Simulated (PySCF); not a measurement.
C6H5, charge -1, singlet, geometry from GFN2-xTB (in this run its highest filled SCF level lies above zero, so its values depend strongly on the basis, on diffuse functions most of all). Base run: B3LYP/6-31G run with PySCF.

Here is a job for PySCF.
```python
from pyscf import gto, scf, dft, solvent

mol = gto.M(
    atom='''
C     0.00690819    1.54777118    0.00199343
C     1.16925305    0.73610076    0.00939670
C     1.18786957   -0.64949523    0.00779185
C    -0.00604381   -1.35410703   -0.00174400
C    -1.19361984   -0.63884368   -0.00945115
C    -1.16263559    0.74653047   -0.00748717
H     2.14558513    1.24182245    0.01710623
H     2.13385969   -1.20186044    0.01395299
H    -0.01091701   -2.44594132   -0.00315022
H    -2.14450285   -1.18272485   -0.01702418
H    -2.13441439    1.26096536   -0.01388279
''',
    basis='6-31g',
    charge=-1,
    verbose=4,
)

mf = dft.RKS(mol)
mf.xc = 'b3lyp'
mf.kernel()
```

Base: HOMO-LUMO gap (eV) 3.90.

A changed run: ΔE vs base (kJ/mol) -190.9; HOMO-LUMO gap (eV) 4.09.

Which change was made?
A) model = IEF-PCM; solvent = dichloromethane; r_probe = 0.5
B) model = C-PCM; solvent = dichloromethane
C) model = IEF-PCM; solvent = dichloromethane; vdw_scale = 1.0
D) model = IEF-PCM; solvent = dichloromethane; vdw_scale = 1.1
E) model = IEF-PCM; solvent = methanol

A, model = IEF-PCM; solvent = dichloromethane; r_probe = 0.5

The base is the gas phase, so ΔE is the electrostatic part of solvation at a fixed geometry, without cavity and dispersion terms.

The gas-phase anion may not be bound at this level, which the solvent then changes.
